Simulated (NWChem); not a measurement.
System: C3H7NSi; SMILES N[C@H]1C=C[SiH2]1

Here is an NWChem input.

```
start job
memory heap 200 mb stack 900 mb global 1100 mb
geometry units angstroms noautoz
  N      0.489922    -1.959740     0.241883
  C      0.026850    -0.779172    -0.468622
  C     -1.302897    -0.123585    -0.069056
  C     -1.074029     1.188240     0.215582
  Si     0.772184     0.961481    -0.033786
  H     -0.122545    -2.764279     0.047451
  H      0.444212    -1.806255     1.257696
  H      0.057083    -0.984331    -1.562495
  H     -2.271833    -0.665375    -0.019865
  H     -1.818417     1.947854     0.496789
  H      1.507371     1.769387    -1.076782
  H      1.603337     0.967584     1.224985
end
basis spherical
  * library def2-tzvpp
end
dft
  xc b3lyp
  iterations 150
  semidirect filesize 400000000
  mulliken
end
task dft energy
```

Structure relaxed at the PBE-D3(BJ)/def2-SVP level. No frequency run checked for a minimum.

Question: Give the results of this calculation. (B3LYP/def2-TZVPP.) Quantities: basis functions; energy (Ha); highest occupied level (eV); orbital gap (eV); dipole (D).

Answer: 
```json
{
 "number_of_basis_functions": "264",
 "energy (Ha)": "-462.82",
 "highest occupied level (eV)": "-6.52",
 "orbital gap (eV)": "5.90",
 "dipole (D)": "1.52"
}
```
